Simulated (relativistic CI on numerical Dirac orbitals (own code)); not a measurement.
**Line list: Electric-dipole lines, Hg22+**

These numbers are calculated, not measured: Dirac-Coulomb-Breit CI, orbitals from a KLI potential per configuration, model QED (radiative potential, 1s self-energy scaled to tabulated hydrogen-like ionisation energies), unscaled Slater integrals (own radial code, finite nucleus).

Configuration list (outside the closed core [Ar] 3d10): 4s2.4p6.4d10.4f12, 4s2.4p6.4d10.4f11.5s, 4s2.4p6.4d10.4f10.5s2, 4s2.4p6.4d10.4f11.5p, 4s2.4p6.4d10.4f10.5s.5p, 4s2.4p6.4d9.4f13, 4s2.4p6.4d10.4f10.5p2, 4s2.4p6.4d10.4f10.5s.5d, 4s2.4p6.4d10.4f11.5d, 4s2.4p6.4d8.4f14, 4s2.4p6.4d9.4f11.5s2, 4s2.4p6.4d10.4f11.5f, 4s2.4p5.4d10.4f13, 4s2.4p6.4d10.4f11.6s, 4s2.4p6.4d9.4f12.5s, 4s2.4p6.4d10.4f11.6p, 4s2.4p6.4d10.4f11.5g, 4s2.4p6.4d9.4f12.5p, 4s2.4p6.4d10.4f11.6d, 4s.4p6.4d10.4f13, 4s2.4p6.4d8.4f13.5s, 4s2.4p6.4d10.4f11.7s, 4s2.4p4.4d10.4f14, 4s2.4p6.4d10.4f11.6g, 4s2.4p5.4d10.4f12.5s, 4s2.4p5.4d9.4f14, 4s.4p6.4d10.4f11.5s2, 4p6.4d10.4f14, 4s.4p6.4d9.4f14, 4s.4p6.4d10.4f12.5s, 4s.4p6.4d9.4f13.5s, 4s.4p5.4d10.4f14, 4s.4p6.4d10.4f12.6s, 4s.4p6.4d10.4f12.7s. Levels of other configurations are missing.

| λ vac (Å) | Lower | Upper | A (s⁻¹) | gf | Branching (%) |
| --- | --- | --- | --- | --- | --- |
| 158.38 | 4s2.4p6.4d10.4f11.5s 5I°_8 [14] | 4s2.4p6.4d10.4f11.5p 5I_8 [250] | 6.20e+10 | 3.96e+00 | 62.7 |
| 159.09 | 4s2.4p6.4d10.4f11.5s 5I°_6 [17] | 4s2.4p6.4d10.4f11.5p 3I_7 [274] | 7.58e+10 | 4.31e+00 | 75.3 |
| 159.64 | 4s2.4p6.4d10.4f11.5s 3I°_7 [19] | 4s2.4p6.4d10.4f11.5p 3K_7 [279] | 4.22e+10 | 2.42e+00 | 42.8 |
| 159.88 | 4s2.4p6.4d10.4f11.5s 3H°_6 [39] | 4s2.4p6.4d10.4f11.5p 3I_7 [324] | 8.01e+10 | 4.60e+00 | 79.9 |
| 159.98 | 4s2.4p6.4d10.4f11.5s 3H°_4 [18] | 4s2.4p6.4d10.4f11.5p 3G_3 [277] | 8.43e+10 | 2.26e+00 | 88.7 |
| 160.23 | 4s2.4p6.4d10.4f11.5s 5F°_5 [16] | 4s2.4p6.4d10.4f11.5p 3H_6 [268] | 7.04e+10 | 3.52e+00 | 72.3 |
| 160.24 | 4s2.4p6.4d10.4f11.5s 5G°_6 [28] | 4s2.4p6.4d10.4f11.5p 5H_7 [297] | 8.05e+10 | 4.65e+00 | 79.7 |
| 160.26 | 4s2.4p6.4d10.4f11.5s 5I°_5 [20] | 4s2.4p6.4d10.4f11.5p 5H_4 [278] | 6.99e+10 | 2.42e+00 | 74.3 |
| 160.60 | 4s2.4p6.4d10.4f11.5s 5I°_8 [14] | 4s2.4p6.4d10.4f11.5p 5K_9 [244] | 9.92e+10 | 7.29e+00 | 100.0 |
| 160.80 | 4s2.4p6.4d10.4f11.5s 5F°_4 [29] | 4s2.4p6.4d10.4f11.5p 5G_5 [301] | 7.23e+10 | 3.08e+00 | 74.4 |
| 160.81 | 4s2.4p6.4d10.4f11.5s 5I°_7 [15] | 4s2.4p6.4d10.4f11.5p 3H_6 [253] | 7.93e+10 | 4.00e+00 | 84.8 |
| 160.88 | 4s2.4p6.4d10.4f11.5s 3I°_6 [21] | 4s2.4p6.4d10.4f11.5p 3K_7 [279] | 4.47e+10 | 2.60e+00 | 45.3 |
| 161.14 | 4s2.4p6.4d10.4f11.5s 1H°_5 [25] | 4s2.4p6.4d10.4f11.5p 5G_6 [291] | 7.64e+10 | 3.87e+00 | 77.9 |
| 161.41 | 4s2.4p6.4d10.4f11.5s 5I°_7 [15] | 4s2.4p6.4d10.4f11.5p 3I_7 [251] | 6.33e+10 | 3.71e+00 | 66.7 |
| 161.71 | 4s2.4p6.4d10.4f11.5s 3I°_7 [19] | 4s2.4p6.4d10.4f11.5p 5K_8 [270] | 8.78e+10 | 5.85e+00 | 89.1 |
| 161.71 | 4s2.4p6.4d10.4f11.5s 5I°_7 [15] | 4s2.4p6.4d10.4f11.5p 5I_8 [250] | 3.48e+10 | 2.32e+00 | 35.2 |
| 162.10 | 4s2.4p6.4d10.4f11.5s 3K°_8 [35] | 4s2.4p6.4d10.4f11.5p 3L_9 [305] | 9.63e+10 | 7.21e+00 | 99.4 |
| 163.50 | 4s2.4p6.4d10.4f11.5s 3L°_9 [58] | 4s2.4p6.4d10.4f11.5p 3M_10 [344] | 9.48e+10 | 7.98e+00 | 100.0 |
| 263.93 | 4s2.4p6.4d10.4f11.5s 5I°_8 [14] | 4s2.4p6.4d10.4f11.5p 5H_7 [96] | 1.58e+10 | 2.47e+00 | 76.6 |
| 266.79 | 4s2.4p6.4d10.4f11.5s 5I°_7 [15] | 4s2.4p6.4d10.4f11.5p 3K_8 [97] | 1.16e+10 | 2.10e+00 | 53.7 |

Terms are leading LS components. Brackets give the number of a level in order of energy, since labels repeat. The list gives strong lines, with weight on those to low levels, without lines whose two gauges differ by over a factor of 2.5, among the lowest 400 of 9908 levels, so that lines to higher ones, which can be the strongest, are missing. Levels whose partners in the same complex of configurations lie outside the list can be far off, and so can their lines. Rates are taken at the computed energies, electric ones in the length gauge.

At this charge transitions that keep the count of f electrons are usually good to a few per cent. Terms inside the open d or f shell come out 10 to 20 % too wide with unscaled integrals. Levels that differ in their count of f electrons can be misplaced by several ten thousand cm⁻¹, since the correlation energy of f electrons is missing or only estimated; rates across such gaps can be off by orders of magnitude.

Problem. From the table, what is the radiative lifetime of 4s2.4p6.4d10.4f11.5p 5I_8?

Solution. The listed rates from this level add up to about 9.68e+10 s⁻¹, 98 % of its decay; with all channels τ = 1.01e-11 s.

LS names give the leading component of a level, which can be under half, so a name can repeat, a term be missing and a line seem to break the LS rules.
